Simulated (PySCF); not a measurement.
How the method moves the HOMO and LUMO of `CCC[SiH2][SiH2][GeH3]`

Species: C3H14GeSi2.
Atom-mapped SMILES: `[CH3:1][CH2:2][CH2:3][SiH2:4][SiH2:5][GeH3:6]` (hydrogens: H7, H8, H9 on C1; H10, H11 on C2; H12, H13 on C3; H14, H15 on Si4; H16, H17 on Si5; H18, H19, H20 on Ge6)

Structure used (PBE0-D3(BJ)/def2-SVP), in Å, numbered top down from 1:
```xyz
20
C3H14GeSi2 angstrom
C      2.573   -0.822   -1.541
C      1.794   -0.254   -0.365
C      0.973    0.983   -0.725
Si    -0.025    1.695    0.715
Si    -1.466    0.040    1.549
Ge    -2.539   -1.022   -0.296
H      3.158   -1.708   -1.251
H      1.895   -1.121   -2.357
H      3.273   -0.077   -1.951
H      1.126   -1.035    0.041
H      2.491   -0.008    0.456
H      1.628    1.779   -1.121
H      0.265    0.744   -1.540
H      0.887    2.178    1.802
H     -0.855    2.854    0.254
H     -0.704   -0.998    2.316
H     -2.502    0.621    2.460
H     -3.291    0.019   -1.150
H     -3.547   -2.095    0.158
H     -1.489   -1.700   -1.198
```

Basis pcSseg-1 throughout (PySCF), one geometry. One conformer (not necessarily the lowest) at the PBE0-D3(BJ)/def2-SVP geometry, without solvent, vibrations or thermal averaging. The calculation is non-relativistic, for germanium too.

Question: How do the orbital energies, the gap and the dipole change with the method?

Answer: 
```json
{"method": "BLYP", "kind": "GGA", "HOMO (eV)": "-6.57", "LUMO (eV)": "-0.73", "gap (eV)": "5.84", "μ (D)": "0.93", "SCF cycles": "12"}
{"method": "B97-D", "kind": "GGA", "HOMO (eV)": "-6.70", "LUMO (eV)": "-0.76", "gap (eV)": "5.94", "μ (D)": "0.95", "SCF cycles": "12"}
{"method": "OPBE", "kind": "GGA", "HOMO (eV)": "-6.72", "LUMO (eV)": "-0.70", "gap (eV)": "6.02", "μ (D)": "0.96", "SCF cycles": "12"}
{"method": "PBE", "kind": "GGA", "HOMO (eV)": "-6.74", "LUMO (eV)": "-0.89", "gap (eV)": "5.85", "μ (D)": "0.95", "SCF cycles": "12"}
{"method": "KT3", "kind": "GGA", "HOMO (eV)": "-6.81", "LUMO (eV)": "-0.85", "gap (eV)": "5.95", "μ (D)": "0.90", "SCF cycles": "12"}
{"method": "KT2", "kind": "GGA", "HOMO (eV)": "-6.81", "LUMO (eV)": "-1.00", "gap (eV)": "5.81", "μ (D)": "0.92", "SCF cycles": "12"}
{"method": "LDA", "kind": "LDA", "HOMO (eV)": "-6.82", "LUMO (eV)": "-1.10", "gap (eV)": "5.72", "μ (D)": "0.94", "SCF cycles": "12"}
{"method": "BP86", "kind": "GGA", "HOMO (eV)": "-6.84", "LUMO (eV)": "-0.97", "gap (eV)": "5.87", "μ (D)": "0.97", "SCF cycles": "12"}
{"method": "B97-2", "kind": "global hybrid", "HOMO (eV)": "-7.58", "LUMO (eV)": "-0.09", "gap (eV)": "7.48", "μ (D)": "0.93", "SCF cycles": "11"}
{"method": "B3LYP", "kind": "global hybrid", "HOMO (eV)": "-7.59", "LUMO (eV)": "-0.26", "gap (eV)": "7.33", "μ (D)": "0.91", "SCF cycles": "11"}
{"method": "PBE0", "kind": "global hybrid", "HOMO (eV)": "-7.80", "LUMO (eV)": "-0.10", "gap (eV)": "7.70", "μ (D)": "0.92", "SCF cycles": "11"}
{"method": "mPW1PW91", "kind": "global hybrid", "HOMO (eV)": "-7.83", "LUMO (eV)": "-0.09", "gap (eV)": "7.74", "μ (D)": "0.92", "SCF cycles": "11"}
{"method": "BHandHLYP", "kind": "global hybrid", "HOMO (eV)": "-8.74", "LUMO (eV)": "0.81", "gap (eV)": "9.55", "μ (D)": "0.87", "SCF cycles": "10"}
{"method": "CAM-B3LYP", "kind": "range-separated hybrid", "HOMO (eV)": "-9.01", "LUMO (eV)": "0.94", "gap (eV)": "9.95", "μ (D)": "0.87", "SCF cycles": "10"}
{"method": "wB97X-D", "kind": "range-separated hybrid", "HOMO (eV)": "-9.56", "LUMO (eV)": "1.58", "gap (eV)": "11.14", "μ (D)": "0.90", "SCF cycles": "11"}
{"method": "HF", "kind": "Hartree–Fock", "HOMO (eV)": "-10.22", "LUMO (eV)": "3.07", "gap (eV)": "13.28", "μ (D)": "0.88", "SCF cycles": "10"}
{"method": "LC-wPBE", "kind": "range-separated hybrid", "HOMO (eV)": "-10.30", "LUMO (eV)": "1.99", "gap (eV)": "12.30", "μ (D)": "0.86", "SCF cycles": "11"}
```

The HOMO spans 3.73 eV, from BLYP down to LC-wPBE, and the gap runs from 5.72 eV (LDA) to 13.28 eV (HF). Over the methods BLYP (0 %), B97-D (0 %), OPBE (0 %), PBE (0 %), KT3 (0 %), KT2 (0 %), LDA (0 %), BP86 (0 %), B97-2 (21 %), B3LYP (20 %), PBE0 (25 %), mPW1PW91 (25 %), BHandHLYP (50 %), HF (100 %), a straight line through the gap against the share of exact exchange rises by 0.74 eV for each 10 % (correlation coefficient 0.999). The dipole ranges from 0.86 D (LC-wPBE) to 0.97 D (BP86). This basis has no diffuse functions.
